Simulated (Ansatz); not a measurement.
Ansatz (a first-principles code) input:

Ansatz 0.2 input:
```yaml
crystal:
  periodic: [false, false, false]
  atoms:
    - {symbol: Si, position_ang: [-0.64024512, 0.77858955, 0.83913768]}
    - {symbol: Br, position_ang: [0.79302653, -0.97801025, -0.31551456]}
    - {symbol: F, position_ang: [-0.07405529, 2.07787832, -0.02444606]}
    - {symbol: F, position_ang: [-2.01399991, 0.51435556, -0.05387816]}
basis:
  gaussian:
    orbitals: def2-SVPD
total_charge: -1
magnetization: {spin_polarized: false}
correlation: {method: ccsd_t, electrons: outside_noble_gas}
output: {forces: true}
```

Question: Which total energy does the run end on?

Answer: -3060.53062 Eh (CCSD(T)/def2-SVPD). The basis has 111 functions. The run takes about 60 core-seconds (a rough figure).
